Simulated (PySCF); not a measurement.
Gas-phase reaction: GeHCl + 2 HCl ⇌ GeH₃Cl + 2 Cl

Energies from PySCF, thermal terms from the rigid-rotor harmonic-oscillator model, ideal gas at 1 bar. † marks an energy on the PBE0/def2-TZVP geometry and frequencies; other levels use their own. CCSD(T) freezes the core. 6-31G* has spherical d functions here. Open shells (unrestricted): Cl (multiplicity 2, electronic degeneracy 6); the rest are closed-shell singlets. Spin-orbit splitting is ignored; it lowers the true energy and changes the entropy of Cl. Ge: all electrons, no relativistic terms. GeHCl: computed as isolated molecules; such fragments, hydroxides, amides, oligomers or adducts are transient or little studied in the gas. CCSD(T) isn't extrapolated to the basis-set limit; its ΔH°(298 K) is 256.6 kJ in def2-SVP and 287.9 kJ in def2-TZVPP. The harmonic model lacks anharmonicity and excited electronic states, which grow with temperature; levels with a mode under 35 cm⁻¹ are left out.

```tsv
level	ΔE electronic, kJ	ΔH°(298 K), kJ	ΔS°(298 K), J/K	ΔG°(800 K), kJ
CCSD(T)/def2-SVP†	250	257	-38	286
HF/6-31G*	115	121	-38	152
HF/def2-TZVP†	151	157	-38	186
PBE/def2-TZVP†	330	336	-38	366
r2SCAN/def2-TZVP†	295	302	-38	331
ωB97M-V/def2-TZVP†	312	319	-38	348
ωB97X-V/def2-TZVP†	290	296	-38	325
```
ΔH° is lowest at HF/6-31G* and highest at PBE/def2-TZVP†. No reference value is set beside these.
